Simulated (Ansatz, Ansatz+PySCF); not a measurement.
```xyz
7

C     0.2324    0.3975    1.1502
C    -0.0402   -0.0688   -0.1991
C    -0.2673   -0.4572   -1.3232
H    -0.5830    1.0387    1.5196
H     0.3385   -0.4483    1.8473
H     1.1643    0.9829    1.1859
H    -0.4687   -0.8018   -2.3203
```

Basis set: def2-SVP (spherical functions). Frozen core: 3 orbitals. Charge 0, multiplicity 3.

Computed with Ansatz (development build ahead of 0.2.0); each method stands on the lowest determinant of its kind that the runs found.

Task: Give the atomization energy at this shape (free ground-state atoms in the same class of orbitals less the molecule, no zero-point energy) of triplet C₃H₄ by PBE0 (unrestricted), UHF-CCSD(T), UHF-MP2, UHF, ROHF.

Result:

```
             method  atomization energy
PBE0 (unrestricted)            25.31 eV
        UHF-CCSD(T)            23.43 eV
            UHF-MP2            23.40 eV
                UHF            18.12 eV
               ROHF            18.24 eV
```

Caution: another spin multiplicity may lie lower. Caution for PBE0 (unrestricted), UHF-CCSD(T), UHF-MP2, UHF: the determinant breaks the point group.
